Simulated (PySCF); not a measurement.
C2H9NOSi, SMILES CN(C)[SiH2]O.

Coordinates come from a r2SCAN-D4/def2-SVP optimisation. Other conformers were not sampled.

Method: PySCF with PBE/def2-TZVP.

**Question.** Estimate the frontier levels, gap, dipole moment and polarisability. (The exact figures need the calculation; the answer reports its results.)

**Answer.** 
```json
{
  "highest_occupied_level": "-5.18 eV",
  "lowest_empty_level": "-0.22 eV",
  "orbital_gap": "4.96 eV",
  "dipole_moment": "1.96 D",
  "quadrupole, principal values (traceless, Buckingham form, about the centre of nuclear charge)": "-5.38, 0.79, 4.59 D·Å",
  "mean_static_polarisability": "65.7 bohr³ (9.74 Å³)",
  "polarisability_principal_values": "58.4, 64.9, 73.9 bohr³"
}
```
